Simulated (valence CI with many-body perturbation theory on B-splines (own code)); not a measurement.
Energy levels of Tb XXXIV

Computed by configuration interaction combined with many-body perturbation theory (CI+MBPT): four valence electrons over a frozen Dirac-Fock core [Ar] 3d10, radial functions for each j: 11 s, 11 p, 10 d, 8 f, 5 g, 2 h, with the one-electron correlation potential Σ1 (screened to all orders), the two-electron term Σ2, the three-electron term Σ3, Breit, model QED; selected single and double excitations, second order for the rest, scaled by the run's own slope (own B-spline code, finite nucleus).

No measured spectrum was set against this ion. As an estimate, large intervals hold to a few tenths of a per cent, small ones and those within an open d or f shell to about a per cent. Among the levels kept, up to 400 cm⁻¹ of a level comes from second order outside the variational space, and about a tenth of that is noise between levels of different J, which matters for small intervals.

Levels 46 to 90 of 187, with energies above the lowest level, (4s^2 4p1/2^2) J=0. "Leading %" is the weight of the configuration and term that name the level; weights of strongly mixed levels are sums over their largest components and can fall short. In the jj column 3d3/2^4 stands for four electrons in 3d with j = 3/2. Lifetimes count E1, E2, E3, M1 and M2 decay at the calculated energies, and are blank where another channel may lead or the interval is too uncertain; long ones can be off by a factor of two.

| No. | Configuration | Term | J | E (cm⁻¹) | Leading % | Leading jj | Lifetime | Second component |
| --- | --- | --- | --- | --- | --- | --- | --- | --- |
| 46 | 4s 4p2 4d | 5P | 2 | 2389500 | 32 | 4s 4p1/2 4p3/2 4d3/2 (83 %) | 1.52 ps | 26 % 4s 4p2 4d 3D |
| 47 | 4s 4p2 4d | 5P | 1 | 2394300 | 48 | 4s 4p1/2 4p3/2 4d3/2 (88 %) | 1.58 ps | 21 % 4s 4p2 4d 3P |
| 48 | 4s 4p2 4d | 3D | 1 | 2407300 | 30 | 4s 4p1/2 4p3/2 4d3/2 (71 %) | 2.58 ps | 24 % 4s 4p2 4d 1P |
| 49 | 4s 4p2 4d | 3P | 2 | 2422800 | 40 | 4s 4p1/2 4p3/2 4d5/2 (74 %) | 3.55 ps | 12 % 4p4 3P |
| 50 | 4s 4p2 4d | 5D | 3 | 2425100 | 33 | 4s 4p1/2 4p3/2 4d5/2 (78 %) | 4.79 ps | 27 % 4s 4p2 4d 3F |
| 51 | 4s 4p2 4d | 3D | 1 | 2465800 | 66 | 4s 4p1/2 4p3/2 4d3/2 (79 %) | 1.49 ps | 9 % 4s 4p2 4d 3P |
| 52 | 4s 4p2 4d | 3F | 4 | 2468400 | 33 | 4s 4p1/2 4p3/2 4d5/2 (68 %) | 5.24 ps | 17 % 4s 4p2 4d 1G |
| 53 | 4s 4p2 4d | 3D | 3 | 2473900 | 42 | 4s 4p1/2 4p3/2 4d5/2 (69 %) | 2.34 ps | 18 % 4s 4p2 4d 3F |
| 54 | 4s 4p2 4d | 3F | 2 | 2480100 | 33 | 4s 4p1/2 4p3/2 4d3/2 (64 %) | 1.67 ps | 12 % 4s2 4p 4f 3F |
| 55 | 4s 4p2 4d | 3D | 3 | 2487600 | 42 | 4s 4p1/2 4p3/2 4d5/2 (76 %) | 4.72 ps | 32 % 4s 4p2 4d 3F |
| 56 | 4s 4p2 4d | 1G | 4 | 2488800 | 38 | 4s 4p1/2 4p3/2 4d5/2 (87 %) | 14.7 ps | 27 % 4s 4p2 4d 3F |
| 57 | 4s 4p2 4d | 3P | 0 | 2505100 | 87 | 4s 4p1/2 4p3/2 4d3/2 (71 %) | 1.58 ps | 6 % 4s2 4d2 3P |
| 58 | 4s 4p2 4d | 3D | 1 | 2519200 | 70 | 4s 4p1/2 4p3/2 4d5/2 (88 %) | 3.74 ps | 10 % 4s 4p2 4d 1P |
| 59 | 4s 4p2 4d | 1F | 3 | 2544700 | 30 | 4s 4p1/2 4p3/2 4d5/2 (65 %) | 2.46 ps | 28 % 4s 4p2 4d 3F |
| 60 | 4s 4p2 4d | 3P | 1 | 2560100 | 41 | 4s 4p1/2 4p3/2 4d5/2 (90 %) | 2.46 ps | 30 % 4s 4p2 4d 3S |
| 61 | 4s 4p2 4d | 3D | 2 | 2561200 | 30 | 4s 4p1/2 4p3/2 4d5/2 (68 %) | 2.38 ps | 26 % 4s 4p2 4d 3F |
| 62 | 4s 4p2 4d | 3P | 0 | 2567700 | 47 | 4s 4p1/2 4p3/2 4d5/2 (63 %) | 2.02 ps | 36 % 4s 4p2 4d 1S |
| 63 | 4s 4p2 4d | 3D | 2 | 2569100 | 48 | 4s 4p1/2 4p3/2 4d5/2 (72 %) | 2.20 ps | 9 % 4s 4p2 4d 3F |
| 64 | 4s 4p2 4d | 1D | 2 | 2588900 | 22 | 4s 4p1/2 4p3/2 4d5/2 (45 %) | 1.44 ps | 17 % 4s 4p2 4d 3P |
| 65 | 4s 4p2 4d | 1P | 1 | 2600300 | 36 | 4s 4p1/2 4p3/2 4d5/2 (32 %) | 1.28 ps | 27 % 4p4 3P |
| 66 | 4s2 4p 4f | 3G | 3 | 2623700 | 51 | 4s^2 4p1/2 4f5/2 (67 %) | 2.32 ps | 18 % 4s 4p2 4d 3G |
| 67 | 4s2 4p 4f | 3G | 4 | 2641200 | 31 | 4s^2 4p1/2 4f7/2 (78 %) | 4.05 ps | 26 % 4s2 4p 4f 1G |
| 68 | 4s2 4p 4f | 3F | 2 | 2663700 | 29 | 4s^2 4p1/2 4f5/2 (56 %) | 1.69 ps | 16 % 4s2 4p 4f 1D |
| 69 | 4s2 4p 4f | 3D | 3 | 2666700 | 35 | 4s^2 4p1/2 4f7/2 (67 %) | 1.82 ps | 18 % 4s2 4p 4f 3F |
| 70 | 4s 4p2 4d | 3F | 4 | 2715700 | 41 | 4s 4p3/2^2 4d5/2 (74 %) | 7.71 ps | 32 % 4s 4p2 4d 5D |
| 71 | 4s 4p2 4d | 3D | 2 | 2718000 | 28 | 4s 4p3/2^2 4d3/2 (84 %) | 1.71 ps | 24 % 4s 4p2 4d 5P |
| 72 | 4s 4p2 4d | 3P | 1 | 2720700 | 32 | 4s 4p3/2^2 4d3/2 (83 %) | 1.92 ps | 29 % 4s 4p2 4d 5P |
| 73 | 4s 4p2 4d | 3D | 3 | 2721000 | 30 | 4s 4p3/2^2 4d3/2 (72 %) | 1.81 ps | 18 % 4s 4p2 4d 5D |
| 74 | 4s 4p2 4d | 1S | 0 | 2734900 | 29 | 4s 4p3/2^2 4d5/2 (56 %) | 16.6 ps | 22 % 4p4 3P |
| 75 | 4s 4p2 4d | 3G | 5 | 2739800 | 49 | 4s 4p3/2^2 4d5/2 (92 %) | 41.0 ps | 46 % 4s 4p2 4d 5F |
| 76 | 4s 4p2 4d | 3F | 4 | 2766400 | 52 | 4s 4p3/2^2 4d3/2 (64 %) | 2.09 ps | 14 % 4s 4p2 4d 3G |
| 77 | 4s 4p2 4d | 3P | 0 | 2800500 | 62 | 4s 4p3/2^2 4d3/2 (52 %) | 1.16 ps | 15 % 4s2 4d2 3P |
| 78 | 4s2 4d2 | 3F | 2 | 2819100 | 26 | 4s^2 4d3/2^2 (42 %) | 1.02 ps | 18 % 4s 4p2 4d 3D |
| 79 | 4s 4p2 4d | 1F | 3 | 2826300 | 27 | 4s 4p3/2^2 4d3/2 (34 %) | 2.50 ps | 14 % 4s 4p2 4d 3F |
| 80 | 4s 4p2 4d | 3D | 1 | 2835000 | 51 | 4s 4p3/2^2 4d3/2 (73 %) | 1.54 ps | 12 % 4s 4p2 4d 3P |
| 81 | 4s 4p2 4d | 3D | 2 | 2848400 | 35 | 4s 4p3/2^2 4d3/2 (44 %) | 1.78 ps | 27 % 4s 4p2 4d 3P |
| 82 | 4s 4p2 4d | 3S | 1 | 2855500 | 17 | 4s 4p3/2^2 4d3/2 (43 %) | 2.02 ps | 13 % 4s2 4p 4f 3D |
| 83 | 4s 4p2 4d | 3F | 4 | 2857700 | 43 | 4s 4p3/2^2 4d5/2 (51 %) | 3.04 ps | 19 % 4s2 4p 4f 3G |
| 84 | 4s 4p2 4d | 1P | 1 | 2865000 | 31 | 4s 4p3/2^2 4d5/2 (52 %) | 1.75 ps | 18 % 4s 4p2 4d 3D |
| 85 | 4s 4p2 4d | 3D | 3 | 2865300 | 44 | 4s 4p3/2^2 4d5/2 (67 %) | 4.58 ps | 18 % 4s 4p2 4d 3F |
| 86 | 4s2 4p 4f | 3D | 2 | 2881800 | 20 | 4s 4p3/2^2 4d5/2 (38 %) | 1.93 ps | 15 % 4s 4p2 4d 3D |
| 87 | 4s 4p2 4d | 3D | 3 | 2887000 | 48 | 4s 4p3/2^2 4d5/2 (51 %) | 1.77 ps | 33 % 4s2 4d2 3F |
| 88 | 4s2 4d2 | 3F | 2 | 2897300 | 41 | 4s^2 4d3/2 4d5/2 (28 %) | 1.37 ps | 9 % 4s2 4d2 1D |
| 89 | 4s2 4d2 | 3P | 0 | 2919200 | 51 | 4s^2 4d3/2^2 (72 %) | 902 fs | 21 % 4s2 4d2 1S |
| 90 | 4s 4p2 4d | 3D | 3 | 2919700 | 40 | 4s 4p3/2^2 4d5/2 (66 %) | 1.81 ps | 15 % 4s 4p2 4d 1F |

Where two levels of one J and parity lie close, their mixing, g and order are uncertain.
